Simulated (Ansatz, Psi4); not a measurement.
Reaction (SMILES): N[SiH2][N][SiH3] -> [SiH3][N-][SiH2]N (an electron is taken up)

Property: adiabatic electron affinity (0 K, with zero-point energies), in eV. Positive where the reaction releases energy. Conventions: LANL2DZ with its own core potentials from Na on; non-relativistic; frozen cores in correlated levels; dispersion terms only where a functional's name holds one; 6-311+G** with 5d, 6d on Na to Ar in Ansatz (a program for electronic structure); open shells spin-unrestricted; 6-31G* and kin with 6d, 5d where marked; no spin-orbit coupling. Basis-set limits of correlation are two-point, X^-3; Hartree-Fock from the larger set. The bracket is a focal-point correction in the basis named. First-principles rows: single points at B3LYP-D3(BJ) geometries (Ansatz), with unscaled harmonic terms from B3LYP/6-31G* (Ansatz) at its own minima. Anions need diffuse functions, which STO-3G, LANL2DZ, def2-SVP, cc-pVDZ and Pople sets without + lack.

Coupled cluster (Ansatz) is a level with limits of its own, used here on species with T1 under 0.025 (0.045 for open shells) and stable references: RI-MP2/CBS(aug-cc-pV(T+d)Z,aug-cc-pV(Q+d)Z)+[CCSD(T)-MP2]/aug-cc-pV(T+d)Z.

Value to compare with, RI-MP2/CBS(aug-cc-pV(T+d)Z,aug-cc-pV(Q+d)Z)+[CCSD(T)-MP2]/aug-cc-pV(T+d)Z (Ansatz): 3.01 eV.

```csv
level,program,"adiabatic electron affinity (0 K, with zero-point energies) (eV)",difference
HF/STO-3G,Ansatz,-4.97,-7.98
HF/6-311+G**,Ansatz,1.30,-1.71
PBE/STO-3G,Ansatz,-2.63,-5.64
PBE/LANL2DZ,Ansatz,2.04,-0.97
B3LYP/3-21G,Ansatz,1.86,-1.15
B3LYP/6-31G*,Ansatz,2.38,-0.63
wB97X-D/6-31G*,Psi4,2.42,-0.59
PBE0/def2-TZVPD,Ansatz,2.73,-0.28
B2PLYP-D3(BJ)/def2-TZVPD,Ansatz + dftd3,2.83,-0.18
```

Among the 7 habitual levels, HF/STO-3G lies farthest from RI-MP2/CBS(aug-cc-pV(T+d)Z,aug-cc-pV(Q+d)Z)+[CCSD(T)-MP2]/aug-cc-pV(T+d)Z (Ansatz) (-7.98 eV); 0 of 7 lie above it, and their mean absolute difference is 2.67 eV, the median 1.15. One case shows no general order.

The levels are drawn from those run, B3LYP/6-31G* more often than the rest, none by its result; left out are runs that failed, that the program found above a lower state of the same kind, or whose <S^2> lies over 0.5 above the pure value.
